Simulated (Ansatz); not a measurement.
`C/C=C(/C)CC` + `OC#C[SiH3]` → `COC#C[SiH3]` + `C/C=C\CC`  (substitution at a C–C bond)

Gas-phase electronic energies from Ansatz, PBE0-D4/def2-TZVP geometries. CCSD(T)/CBS adds triple-zeta CCSD(T) − MP2 to the extrapolated MP2 energy (def2 sets, frozen cores). Double bonds are as drawn, so ΔE can hold a change between cis and trans. Functionals use def2-TZVPP. Each species was taken in one conformer, which may not be the lowest.

| level | ΔE (kcal/mol) |
| --- | --- |
| PBE-D4 | 11.7 |
| revPBE-D4 | 11.9 |
| r2SCANh-D4 | 11.7 |
| HF/def2-SVP | 7.7 |

(1) What does CCSD(T)/CBS give? (Best estimate.)

Largest T1 diagnostic among the species: 0.013.

Results:

(1) Computed: +12.1 kcal/mol. The listed levels differ from it by -0.4, -0.2, -0.4, -4.4 kcal/mol.

Leaving LDA and LC-ωPBE aside and taking each functional with its dispersion term where it has one, the values, not all of them listed here, spread over 2.6 kcal/mol, from BLYP-D4 to PBE-QIDH. LDA lies +2.8 kcal/mol from PBE without D4. In def2-TZVPP, CCSD(T) changes the Hartree–Fock value by +4.4 kcal/mol (the triples alone add +0.3 kcal/mol) and MP2 by +5.7 kcal/mol. The D4 term adds +1.5 kcal/mol with B3LYP and +0.8 kcal/mol with PBE0; it sums over pairs of atoms, weighted by their polarisabilities, and B3LYP, whose exchange is more repulsive, gets the larger term.

B3LYP here is the variant with VWN-RPA as its local correlation; programs differ in this.
